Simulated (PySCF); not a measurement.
## Working out the excitation energy of Mg

Mg [Ne] 3s2 (1S) → Mg [Ne] 3s1 4s1 (3S). All numbers are calculated (PySCF 2.14, the spin-free X2C one-electron Hamiltonian (Gaussian nucleus), in aug-cc-pVTZ-DK). Frozen: [Ne]. Energies in hartree (1 hartree = 27.21139 eV):

```tsv
part	Mg (lower)	Mg (upper)
UHF	-199.919601	-199.764572
CCSD correlation	-0.033713	-0.004207
(T)	0.000000	0.000000
```

**Question.** What does Hartree-Fock give?

**Answer.** (-199.764572) − (-199.919601) = 0.155029 hartree = 4.219 eV.

**Question.** What do CCSD and CCSD(T) give?

**Answer.** The CCSD correlation energies differ by 0.029506 hartree = 0.803 eV and the triples by 0.000000 hartree = 0.000 eV, so CCSD gives 5.022 eV and CCSD(T) 5.022 eV.

Measured between the centres of the two terms (NIST): 5.108 eV, so CCSD(T) (valence) is off by -0.086 eV.

What remains against the reference includes basis incompleteness, the frozen core and higher excitations.
